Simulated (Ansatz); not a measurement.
# Molecular dynamics of CH6AlFSi2

The input (input.yaml):

```yaml
crystal:
  periodic: [false, false, false]
  atoms:
    - { symbol: F, position_ang: [-2.2813, -0.53192, 0.537721] }
    - { symbol: Si, position_ang: [-0.757689, 0.068823, 0.254946] }
    - { symbol: Al, position_ang: [-0.532824, 2.336267, 0.139734] }
    - { symbol: C, position_ang: [0.197708, -1.01254, -0.974858] }
    - { symbol: Si, position_ang: [0.893888, -1.284282, 0.746875] }
    - { symbol: H, position_ang: [0.795894, 2.913293, -0.252626] }
    - { symbol: H, position_ang: [-1.680431, 3.241989, 0.482451] }
    - { symbol: H, position_ang: [0.817505, -0.517429, -1.722383] }
    - { symbol: H, position_ang: [-0.342366, -1.849037, -1.419088] }
    - { symbol: H, position_ang: [0.71531, -2.617301, 1.270552] }
    - { symbol: H, position_ang: [2.239604, -0.805063, 0.957375] }
magnetization:
  spin_polarized: true
basis:
  gaussian: { orbitals: STO-3G }
hamiltonian:
  xc: pbe0
  dispersion: d4
md:
  timestep: 0.25
  n_steps: 94
  ensemble: nve
  temperature: 2000.0
  initial_velocities: maxwell_boltzmann
  seed: 731276
```

Run as:

```bash
$ ansatz run input.yaml --threads 1 --pin off --max-ram 2048MiB --backend cpu --events-out ev --progress --plain --runs-dir out
```

It starts from a relaxed structure.

Output, in part (step lines, the closing report, with atoms numbered from 0):

```
md step     0: t =     0.00 fs  T =  2000.0 K  F+E_penalty+E_count = -25876.07576929 eV  E_kin = 2.326680 eV  conserved = -25873.74908931 eV  (24 SCF iters)
[... lines left out ...]
Total energy: -25874.67322190 eV, -950.8767024213 hartree
Atom 0 at    -2.278724    -0.326870     0.441075 Å, force    -1.885563    -1.026725     0.515862 eV/Å
Atom 1 at    -0.717768     0.034593     0.329486 Å, force     0.247942     1.283936     1.055056 eV/Å
Atom 2 at    -0.600154     2.227484     0.135808 Å, force    -1.713374     0.446501     0.054270 eV/Å
Atom 3 at     0.092749    -0.964421    -0.917331 Å, force     2.485889    -3.124367    -4.057476 eV/Å
Atom 4 at     0.953128    -1.292035     0.727084 Å, force     2.213814    -2.050615     0.942130 eV/Å
Atom 5 at     0.550765     2.995510     0.049524 Å, force     3.073173     1.301563    -0.145298 eV/Å
Atom 6 at    -1.743701     3.153183     0.030261 Å, force    -0.940646    -0.066496     0.028560 eV/Å
Atom 7 at     0.837286    -0.658239    -1.723405 Å, force    -1.585508     0.438839     1.073846 eV/Å
Atom 8 at    -0.501081    -1.820046    -1.408126 Å, force     0.946426     1.361601     1.330218 eV/Å
Atom 9 at     1.236440    -2.678899     1.152739 Å, force    -1.515586     0.347203    -0.126379 eV/Å
Atom 10 at     2.407353    -0.981547     0.931037 Å, force    -1.326567     1.088560    -0.670790 eV/Å
Dipole moment:    -0.037842     0.167220     0.131750 e Å
```

The steps, from the saved trajectory:

```json
{"time (fs)": "0", "T (K)": "2000", "potential energy less start (eV)": "0.000", "conserved less start (meV/atom)": "0.00"}
{"time (fs)": "0.75", "T (K)": "1909", "potential energy less start (eV)": "0.106", "conserved less start (meV/atom)": "0.05"}
{"time (fs)": "1.5", "T (K)": "1690", "potential energy less start (eV)": "0.362", "conserved less start (meV/atom)": "0.13"}
{"time (fs)": "2.25", "T (K)": "1442", "potential energy less start (eV)": "0.651", "conserved less start (meV/atom)": "0.19"}
{"time (fs)": "3", "T (K)": "1246", "potential energy less start (eV)": "0.880", "conserved less start (meV/atom)": "0.21"}
{"time (fs)": "3.75", "T (K)": "1128", "potential energy less start (eV)": "1.017", "conserved less start (meV/atom)": "0.19"}
{"time (fs)": "4.5", "T (K)": "1065", "potential energy less start (eV)": "1.089", "conserved less start (meV/atom)": "0.15"}
{"time (fs)": "5.25", "T (K)": "1009", "potential energy less start (eV)": "1.155", "conserved less start (meV/atom)": "0.12"}
{"time (fs)": "6", "T (K)": "917", "potential energy less start (eV)": "1.261", "conserved less start (meV/atom)": "0.12"}
{"time (fs)": "6.75", "T (K)": "794", "potential energy less start (eV)": "1.404", "conserved less start (meV/atom)": "0.16"}
{"time (fs)": "7.5", "T (K)": "692", "potential energy less start (eV)": "1.524", "conserved less start (meV/atom)": "0.19"}
{"time (fs)": "8.25", "T (K)": "650", "potential energy less start (eV)": "1.573", "conserved less start (meV/atom)": "0.17"}
{"time (fs)": "9", "T (K)": "647", "potential energy less start (eV)": "1.576", "conserved less start (meV/atom)": "0.13"}
{"time (fs)": "9.75", "T (K)": "643", "potential energy less start (eV)": "1.581", "conserved less start (meV/atom)": "0.14"}
{"time (fs)": "10.5", "T (K)": "644", "potential energy less start (eV)": "1.579", "conserved less start (meV/atom)": "0.17"}
{"time (fs)": "11.25", "T (K)": "689", "potential energy less start (eV)": "1.527", "conserved less start (meV/atom)": "0.19"}
{"time (fs)": "12", "T (K)": "790", "potential energy less start (eV)": "1.409", "conserved less start (meV/atom)": "0.16"}
{"time (fs)": "12.75", "T (K)": "921", "potential energy less start (eV)": "1.256", "conserved less start (meV/atom)": "0.14"}
{"time (fs)": "13.5", "T (K)": "1048", "potential energy less start (eV)": "1.109", "conserved less start (meV/atom)": "0.12"}
{"time (fs)": "14.25", "T (K)": "1149", "potential energy less start (eV)": "0.991", "conserved less start (meV/atom)": "0.12"}
{"time (fs)": "15", "T (K)": "1207", "potential energy less start (eV)": "0.924", "conserved less start (meV/atom)": "0.10"}
{"time (fs)": "15.75", "T (K)": "1203", "potential energy less start (eV)": "0.929", "conserved less start (meV/atom)": "0.10"}
{"time (fs)": "16.5", "T (K)": "1141", "potential energy less start (eV)": "1.001", "conserved less start (meV/atom)": "0.14"}
{"time (fs)": "17.25", "T (K)": "1072", "potential energy less start (eV)": "1.082", "conserved less start (meV/atom)": "0.18"}
{"time (fs)": "18", "T (K)": "1052", "potential energy less start (eV)": "1.105", "conserved less start (meV/atom)": "0.18"}
{"time (fs)": "18.75", "T (K)": "1080", "potential energy less start (eV)": "1.072", "conserved less start (meV/atom)": "0.14"}
{"time (fs)": "19.5", "T (K)": "1103", "potential energy less start (eV)": "1.045", "conserved less start (meV/atom)": "0.10"}
{"time (fs)": "20.25", "T (K)": "1078", "potential energy less start (eV)": "1.074", "conserved less start (meV/atom)": "0.11"}
{"time (fs)": "21", "T (K)": "1004", "potential energy less start (eV)": "1.160", "conserved less start (meV/atom)": "0.13"}
{"time (fs)": "21.75", "T (K)": "909", "potential energy less start (eV)": "1.270", "conserved less start (meV/atom)": "0.15"}
{"time (fs)": "22.5", "T (K)": "828", "potential energy less start (eV)": "1.365", "conserved less start (meV/atom)": "0.18"}
{"time (fs)": "23.25", "T (K)": "794", "potential energy less start (eV)": "1.406", "conserved less start (meV/atom)": "0.19"}
```

The run went to its last step. The conserved energy stayed within 0.22 meV per atom of its start (net change 0.19 meV per atom), so the integration is sound. A run of 0.024 ps of so small a system gives no equilibrium averages. Limits of this set-up: minimal basis.

The same pairs are bonded in the first frame and the last. Pairs count as bonded within 1.25 times the sum of covalent radii (0.12 Å more for H–H).

Last frame:

```xyz
11
Properties=species:S:1:pos:R:3
F -2.279 -0.327 0.441
Si -0.718 0.035 0.330
Al -0.600 2.228 0.136
C 0.093 -0.964 -0.917
Si 0.953 -1.292 0.727
H 0.551 2.995 0.050
H -1.744 3.153 0.030
H 0.837 -0.658 -1.723
H -0.501 -1.820 -1.408
H 1.236 -2.679 1.153
H 2.407 -0.982 0.931
```

The run took 9.6 min on 1 thread of Intel(R) Xeon(R) Platinum 8259CL CPU @ 2.50GHz (Skylake/Cascade Lake) (shared host), peak memory 0.2 GiB.
